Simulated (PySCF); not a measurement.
# GdF3(NH3) at several levels of theory

Computed with PySCF 2.14.0 (density fitting, no spin-orbit coupling) at the geometry relaxed with PBE0:

```xyz
8
GdF3(NH3) (singlet in the valence; each metal's 4f electrons, 7 of them, lie in its core potential, out of spins and levels)
Gd    0.1095   -0.1095    0.1095
F     1.0840    1.4171    1.0840
F    -1.4171   -1.0840    1.0840
F     1.0840   -1.0840   -1.4171
N    -1.3555    1.3555   -1.3555
H    -1.9659    1.9659   -0.8086
H    -0.8086    1.9659   -1.9659
H    -1.9659    0.8086   -1.9659
```

| level | basis | state | HOMO (eV) | gap (eV) | charge on Gd1 (e) | population of f-type functions on Gd1 (polarisation alone where 4f lies in the core) | dipole about the centre of mass (D) | largest force component (eV/Å) |
| --- | --- | --- | --- | --- | --- | --- | --- | --- |
| PBE0 | Gd lcecp-1-SVP with ECP53, F def2-SVP, N def2-SVP, H def2-SVP | singlet | -9.36 | 8.54 | 1.18 | 0.09 | 5.70 | 0.01 |
| CAM-B3LYP | the same | singlet | -10.85 | 10.67 | 1.14 | 0.10 | 5.71 | 0.04 |
| PBE0 | Gd lcecp-1-TZVP with ECP53, F def2-TZVP, N def2-TZVP, H def2-TZVP | singlet | -9.54 | 8.54 | 1.62 | 0.11 | 5.66 | 0.23 |

In the lcecp rows the 4f levels are missing from HOMO and gap, and the state counts the valence alone.

Charges are Mulliken's, which hang on the basis. The relaxation used the grid (50, 194), these runs (75, 302) or, all-electron (x2c bases, spin-free X2C Hamiltonian), (99, 590).

Problem. What does PBE with Gd lcecp-1-SVP with ECP53, F def2-SVP, N def2-SVP, H def2-SVP give here?

Solution. state singlet, HOMO (eV) -7.40, gap (eV) 5.87, charge on Gd1 (e) 0.94, population of f-type functions on Gd1 (polarisation alone where 4f lies in the core) 0.09, dipole about the centre of mass (D) 5.62, largest force component (eV/Å) 0.23. Time: 5.2 s on 2 threads of Arm Neoverse V2 (shared host), from an already converged density.

In the first row's basis the gap widens with exact exchange: 5.9 eV for PBE (none); 8.5 eV for PBE0 (a fixed share); 10.7 eV for CAM-B3LYP (rising or full at long range).

An lcecp potential fixes the number of 4f electrons, so in runs with it no electron can move into or out of that shell.
